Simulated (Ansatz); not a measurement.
C3H9NSi can be A, `CNC1C[SiH2]1`, or B, `C=NC[SiH2]C`.

Calculated with Ansatz (gas phase, PBE0-D4/def2-TZVP geometries, no zero-point term in ΔE). CCSD(T)/CBS is the MP2 limit (def2-TZVPP, def2-QZVPP) plus CCSD(T) − MP2 in def2-TZVPP, frozen cores. Functionals use def2-TZVPP. B3LYP here is the variant with VWN-RPA as its local correlation; programs differ in this. One conformer a species, not always the lowest.

(1) Which isomer does CCSD(T)/CBS put lower? Give the gap. (Best estimate.)

(2) Give E(B) − E(A) in kcal/mol with B3LYP-D4, PBE0-D4, r2SCAN-D4, CCSD(T)/def2-SVP, LDA (SPW92), BLYP-D4, CCSD(T)/def2-TZVPP. (An estimate is asked.)

(3) Does the order hold for the free energy at 298.15 K (harmonic terms from PBE0-D4)? (An estimate is asked.)

Largest T1 diagnostic: 0.011.

## Answers

(1) Ansatz gave: B, by 23.9 kcal/mol.

(2) The calculation gave: B3LYP-D4 -26.1, PBE0-D4 -20.6, r2SCAN-D4 -22.7, CCSD(T)/def2-SVP -24.0, LDA (SPW92) -14.8, BLYP-D4 -27.5, CCSD(T)/def2-TZVPP -24.8. None reverses the order clearly.

(3) Computed: Yes: G(B) − G(A) = -26.8 kcal/mol, for one conformer each.

From r2SCAN to r2SCAN0 (25 % exact exchange), in def2-TZVPP and without D4, E(B) − E(A) moves by +1.3 kcal/mol. Leaving LDA and LC-ωPBE aside and taking each functional with its dispersion term where it has one, the values spread over 6.9 kcal/mol, from BLYP-D4 to PBE0-D4. LDA lies +6.9 kcal/mol from PBE without D4.
